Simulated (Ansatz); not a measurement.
A nudged elastic band was laid between two geometries of Cl + GeH4 (6 atoms, charge 0, multiplicity 2).

All numbers below come from Ansatz 0.2.0, UHF/def2-SVP.

* movable images: 5
* climbing image: yes
* spring: 5.0 eV/Å²
* optimiser: lbfgs
* start path: through a guess of the saddle point
* force threshold: 0.05 eV/Å
* iteration limit: 60
* end points: relaxed
* largest step: 0.5 Å

First end point:

```xyz
6
Properties=species:S:1:pos:R:3
Ge 0.005 0.000 -0.240
H 0.024 0.000 1.293
H 1.443 0.000 -0.772
H -0.724 1.251 -0.745
H -0.724 -1.251 -0.745
Cl -0.024 0.000 4.930
```

Last end point:

```xyz
6
Properties=species:S:1:pos:R:3
Ge 0.000 0.000 -0.596
H 0.001 0.000 3.102
H 1.462 0.000 -1.054
H -0.732 1.267 -1.053
H -0.732 -1.267 -1.053
Cl 0.002 0.000 4.374
```

Task: Which bonds break or form, and what moves?

Result: Bonds broken: Ge1–H2. Bonds formed: H2–Cl6. Cl + GeH4 becomes ClH + GeH3.

Task: Give the energies along the band, and the barrier.

Result: It converged. The highest image is number 3 of 0 to 6, 0.47 eV above the first end and 0.72 eV above the last; the last end lies 0.25 eV below the first. Another band between the same ends (5 images) ends at a top of the same energy, where a vibrational analysis finds 1 clearly imaginary mode.

```json
{"image": "0", "path coordinate (Å)": "0.00", "energy (eV)": "0.00", "Ge1–H2 (Å)": "1.53", "H2–Cl6 (Å)": "3.64"}
{"image": "1", "path coordinate (Å)": "0.59", "energy (eV)": "0.01", "Ge1–H2 (Å)": "1.53", "H2–Cl6 (Å)": "3.00"}
{"image": "2", "path coordinate (Å)": "1.18", "energy (eV)": "0.09", "Ge1–H2 (Å)": "1.53", "H2–Cl6 (Å)": "2.36"}
{"image": "3", "path coordinate (Å)": "1.78", "energy (eV)": "0.47", "Ge1–H2 (Å)": "1.72", "H2–Cl6 (Å)": "1.60"}
{"image": "4", "path coordinate (Å)": "2.50", "energy (eV)": "-0.11", "Ge1–H2 (Å)": "2.50", "H2–Cl6 (Å)": "1.28"}
{"image": "5", "path coordinate (Å)": "3.22", "energy (eV)": "-0.23", "Ge1–H2 (Å)": "3.10", "H2–Cl6 (Å)": "1.27"}
{"image": "6", "path coordinate (Å)": "3.92", "energy (eV)": "-0.25", "Ge1–H2 (Å)": "3.70", "H2–Cl6 (Å)": "1.27"}
```

Task: What is the geometry of the highest image?

Result: 
```xyz
6
Properties=species:S:1:pos:R:3:forces:R:3
Ge 0.000 0.000 0.006 0.00 0.00 -0.01
H 0.002 0.000 1.723 0.00 0.00 -0.01
H 1.461 0.000 -0.445 0.01 0.00 0.02
H -0.730 1.265 -0.443 0.00 0.01 0.02
H -0.730 -1.265 -0.443 0.00 -0.01 0.02
Cl -0.001 0.000 3.324 0.00 0.00 -0.03
```

The run took 3.4 min on 1 thread of Arm Neoverse V1, on a shared host, peak memory 0.23 GiB.
